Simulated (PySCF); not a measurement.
Isomers of C7H8F3P, mass 180.032 u with the commonest isotopes. The calculation used PBE0/pcSseg-1 in PySCF (dipole) on a GFN2-xTB geometry, gas phase. One conformer each, none proved a minimum here; rigid rotors.

Task: Order these by rotational constant A, smallest first.
A. `[F:1][C:2]([F:3])([F:4])[CH2:5][P:6]1[CH:7]=[CH:8][CH2:9][CH:10]=[CH:11]1` with C2–C5–P6–C7 173°, C5–P6–C7–C8 134°, C7–C8–C9–C10 -34°, C8–C9–C10–C11 34°, C5–P6–C11–C10 -132°
B. `[CH:1]#[C:2][CH2:3][P:4]([CH2:5][CH3:6])[C:7]([F:8])=[C:9]([F:10])[F:11]` with C2–C3–P4–C5 63°, C3–P4–C5–C6 44°, C3–P4–C7–F8 10°
C. `[CH3:1][CH2:2][p:3]1[cH:4][cH:5][c:6]([C:7]([F:8])([F:9])[F:10])[cH:11]1` with C1–C2–P3–C4 -48°
D. `[CH2:1]=[CH:2][C:3]1=[CH:4][P:5]1[CH2:6][CH2:7][C:8]([F:9])([F:10])[F:11]` with C1–C2–C3–C4 178°, C4–P5–C6–C7 -107°, P5–C6–C7–C8 65°
E. `[CH2:1]=[CH:2][C:3]1=[CH:4][CH2:5][P:6]([C:7]([F:8])([F:9])[F:10])[CH2:11]1` with C1–C2–C3–C4 177°, C3–C4–C5–P6 -9°, C4–C5–P6–C7 -84°, C5–P6–C11–C3 -11°, C2–C3–C11–P6 -172°
F. `[CH3:1][CH:2]1[CH:3]=[CH:4][P:5]([C:6]([F:7])([F:8])[F:9])[CH:10]=[CH:11]1` with C1–C2–C3–C4 -83°, C3–C4–P5–C6 -130°, C4–P5–C10–C11 34°, C1–C2–C11–C10 83°
G. `[CH:1]#[C:2][P:3]([CH2:4][C:5]([F:6])([F:7])[F:8])[CH:9]1[CH2:10][CH2:11]1` with C2–P3–C4–C5 -171°, C2–P3–C9–C10 -163°

Result: G (1325 MHz), E (1651 MHz), B (1788 MHz), C (1871 MHz), F (2120 MHz), A (2378 MHz), D (2443 MHz).

Task: Order these by rotational constant B, smallest first.
A. `[CH3:1][CH2:2][p:3]1[cH:4][cH:5][c:6]([C:7]([F:8])([F:9])[F:10])[cH:11]1` with C1–C2–P3–C4 -48°
B. `[CH2:1]=[CH:2][C:3]1=[CH:4][CH2:5][P:6]([C:7]([F:8])([F:9])[F:10])[CH2:11]1` with C1–C2–C3–C4 177°, C3–C4–C5–P6 -9°, C4–C5–P6–C7 -84°, C5–P6–C11–C3 -11°, C2–C3–C11–P6 -172°
C. `[CH3:1][CH:2]1[CH:3]=[CH:4][P:5]([C:6]([F:7])([F:8])[F:9])[CH:10]=[CH:11]1` with C1–C2–C3–C4 -83°, C3–C4–P5–C6 -130°, C4–P5–C10–C11 34°, C1–C2–C11–C10 83°
D. `[CH2:1]=[CH:2][C:3]1=[CH:4][P:5]1[CH2:6][CH2:7][C:8]([F:9])([F:10])[F:11]` with C1–C2–C3–C4 178°, C4–P5–C6–C7 -107°, P5–C6–C7–C8 65°
E. `[CH:1]#[C:2][P:3]([CH2:4][C:5]([F:6])([F:7])[F:8])[CH:9]1[CH2:10][CH2:11]1` with C2–P3–C4–C5 -171°, C2–P3–C9–C10 -163°
F. `[CH:1]#[C:2][CH2:3][P:4]([CH2:5][CH3:6])[C:7]([F:8])=[C:9]([F:10])[F:11]` with C2–C3–P4–C5 63°, C3–P4–C5–C6 44°, C3–P4–C7–F8 10°
G. `[F:1][C:2]([F:3])([F:4])[CH2:5][P:6]1[CH:7]=[CH:8][CH2:9][CH:10]=[CH:11]1` with C2–C5–P6–C7 173°, C5–P6–C7–C8 134°, C7–C8–C9–C10 -34°, C8–C9–C10–C11 34°, C5–P6–C11–C10 -132°

Result: D (469.7 MHz), G (526.2 MHz), F (550.5 MHz), A (564.9 MHz), C (634.9 MHz), B (685.5 MHz), E (727.2 MHz).

Task: Order these by rotational constant C, smallest first.
A. `[CH:1]#[C:2][P:3]([CH2:4][C:5]([F:6])([F:7])[F:8])[CH:9]1[CH2:10][CH2:11]1` with C2–P3–C4–C5 -171°, C2–P3–C9–C10 -163°
B. `[CH2:1]=[CH:2][C:3]1=[CH:4][P:5]1[CH2:6][CH2:7][C:8]([F:9])([F:10])[F:11]` with C1–C2–C3–C4 178°, C4–P5–C6–C7 -107°, P5–C6–C7–C8 65°
C. `[CH:1]#[C:2][CH2:3][P:4]([CH2:5][CH3:6])[C:7]([F:8])=[C:9]([F:10])[F:11]` with C2–C3–P4–C5 63°, C3–P4–C5–C6 44°, C3–P4–C7–F8 10°
D. `[CH3:1][CH:2]1[CH:3]=[CH:4][P:5]([C:6]([F:7])([F:8])[F:9])[CH:10]=[CH:11]1` with C1–C2–C3–C4 -83°, C3–C4–P5–C6 -130°, C4–P5–C10–C11 34°, C1–C2–C11–C10 83°
E. `[F:1][C:2]([F:3])([F:4])[CH2:5][P:6]1[CH:7]=[CH:8][CH2:9][CH:10]=[CH:11]1` with C2–C5–P6–C7 173°, C5–P6–C7–C8 134°, C7–C8–C9–C10 -34°, C8–C9–C10–C11 34°, C5–P6–C11–C10 -132°
F. `[CH2:1]=[CH:2][C:3]1=[CH:4][CH2:5][P:6]([C:7]([F:8])([F:9])[F:10])[CH2:11]1` with C1–C2–C3–C4 177°, C3–C4–C5–P6 -9°, C4–C5–P6–C7 -84°, C5–P6–C11–C3 -11°, C2–C3–C11–P6 -172°

Result: B (456.6 MHz), E (483.6 MHz), C (504.5 MHz), A (539.1 MHz), D (595.1 MHz), F (617.5 MHz).

| SMILES | point group | Ia (u·Å²) | Ib (u·Å²) | Ic (u·Å²) | κ | μa (D) | μb (D) | μc (D) |
| --- | --- | --- | --- | --- | --- | --- | --- | --- |
| C#CCP(CC)C(F)=C(F)F | C1 | 282.72 | 918.00 | 1001.75 | -0.93 | 1.22 | 0.84 | 0.88 |
| C#CP(CC(F)(F)F)C1CC1 | C1 | 381.56 | 694.96 | 937.38 | -0.52 | 1.89 | 0.47 | 1.35 |
| CC1C=CP(C(F)(F)F)C=C1 | Cs | 238.43 | 796.02 | 849.18 | -0.95 | 3.20 | 0.00 | 0.47 |
| C=CC1=CCP(C(F)(F)F)C1 | C1 | 306.13 | 737.25 | 818.49 | -0.87 | 2.15 | 1.36 | 0.14 |
| FC(F)(F)CP1C=CCC=C1 | C1 | 212.54 | 960.45 | 1045.10 | -0.96 | 2.99 | 0.56 | 1.63 |
| CCp1ccc(C(F)(F)F)c1 | C1 | 270.14 | 894.57 | 936.03 | -0.96 | 3.29 | 0.48 | 0.67 |
| C=CC1=CP1CCC(F)(F)F | C1 | 206.85 | 1075.93 | 1106.95 | -0.99 | 1.91 | 1.57 | 1.26 |
